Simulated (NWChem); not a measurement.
System: SnIF, singlet; SMILES [F][Sn][I]

Low-valent species are run as closed-shell singlets; no triplet was tried in these runs. def2 effective core potentials on Sn, I; no spin-orbit coupling.

Question: Give the equilibrium geometry at PBE0/def2-SVP with def2 effective core potentials on Sn, I (NWChem) as a list of bonds and angles, with the point group.

Answer: point group Cs; any orientation.
Bonded distances (Å): Sn1–F2 1.955, Sn1–I3 2.744. Angles (°): F2–Sn1–I3 98.7.
